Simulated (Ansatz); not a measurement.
Ansatz (an electronic-structure program) input (CCSD(T)/aug-cc-pV(D+d)Z):
A basis named .json is the Basis Set Exchange file of that set.

Ansatz 0.2 input:
```yaml
crystal:
  periodic: [false, false, false]
  atoms:
    - {symbol: Si, position_ang: [0.20996450, 0.34372831, -0.11948282]}
    - {symbol: F, position_ang: [0.69613483, -0.83674561, -1.09244979]}
    - {symbol: F, position_ang: [0.76045455, -0.03005447, 1.34126771]}
    - {symbol: C, position_ang: [-1.65956697, 0.33570225, -0.06741339]}
    - {symbol: H, position_ang: [-2.07110698, 0.53323382, -1.05733286]}
    - {symbol: H, position_ang: [-2.02659060, 1.09155362, 0.62706973]}
    - {symbol: H, position_ang: [-1.99370794, -0.64999649, 0.26814170]}
basis:
  gaussian:
    orbitals: aug-cc-pV_D+d_Z.json
magnetization: {spin_polarized: true, initial_magnetization: 1}
correlation: {method: ccsd_t, electrons: outside_noble_gas}
output: {forces: true}
```

Output:

```
Functional definition: HF
integrals: 0.44 GiB planned
1255 factors; integrals over basis functions are off by at most 1.0e-3 eV
0.76 GiB of device memory are held for the factors and their scratch space
mean field: 0.60 GiB planned
mean field evaluation 1: about -14351.9355 eV, gradient 2.9e1 eV
mean field evaluation 2: about -14351.9369 eV, gradient 2.9e1 eV
mean field evaluation 4: about -14355.6113 eV, gradient 2.8e0 eV
mean field evaluation 8: about -14355.7092 eV, gradient 1.6e-1 eV
mean field evaluation 16: about -14355.6919 eV, gradient 1.0e0 eV
mean field -14355.70975548 eV, -527.5626028642 hartree, gradient 2.0e-6 eV, S^2 0.753554; 0 other end points of the search recorded, 0 dependent functions left out
8 core orbitals not correlated
reference -14355.70975548 eV, -527.5626028642 hartree; 13, 12 occupied and 107, 108 virtual orbitals, 1255 factors
densities: 10.99 GiB planned
second order -17.42923944 eV of doubles, -0.00000000 eV of singles
coupled cluster: 4.12 GiB planned
cycle   1  -17.60916462 eV  change   -1.8e-1 eV  update   1.0e-1
cycle   2  -18.00088285 eV  change   -3.9e-1 eV  update   3.0e-2
cycle   3  -18.11457748 eV  change   -1.1e-1 eV  update   1.7e-2
cycle   4  -18.11186881 eV  change    2.7e-3 eV  update   4.3e-3
cycle   5  -18.10887877 eV  change    3.0e-3 eV  update   2.2e-3
cycle   6  -18.10959592 eV  change   -7.2e-4 eV  update   8.4e-4
cycle   7  -18.10980665 eV  change   -2.1e-4 eV  update   3.3e-4
cycle   8  -18.10980438 eV  change    2.3e-6 eV  update   1.2e-4
cycle   9  -18.10984019 eV  change   -3.6e-5 eV  update   5.2e-5
cycle  10  -18.10983935 eV  change    8.4e-7 eV  update   2.0e-5
cycle  11  -18.10983425 eV  change    5.1e-6 eV  update   8.7e-6
cycle  12  -18.10983865 eV  change   -4.4e-6 eV  update   3.5e-6
perturbative correction -0.47500382 eV, -0.0174560684 hartree
the calculation of the forces begins
0.76 GiB of device memory are held for the factors and their scratch space
Total energy: -14374.29459795 eV, -528.2455832278 hartree
Atom 0 at     0.209964     0.343728    -0.119483 Å, force    -0.453964     0.797131    -0.252223 eV/Å
Atom 1 at     0.696135    -0.836746    -1.092450 Å, force     0.292750    -0.638061    -0.535717 eV/Å
Atom 2 at     0.760455    -0.030054     1.341268 Å, force     0.327945    -0.196648     0.795990 eV/Å
Atom 3 at    -1.659567     0.335702    -0.067413 Å, force     0.323512     0.033265    -0.019576 eV/Å
Atom 4 at    -2.071107     0.533234    -1.057333 Å, force    -0.191220     0.087484    -0.444059 eV/Å
Atom 5 at    -2.026591     1.091554     0.627070 Å, force    -0.171225     0.338263     0.312518 eV/Å
Atom 6 at    -1.993708    -0.649996     0.268142 Å, force    -0.127797    -0.421434     0.143068 eV/Å
Dipole moment:    -0.380085     0.229725    -0.066101 e Å
```

It need not be the lowest isomer of its formula.
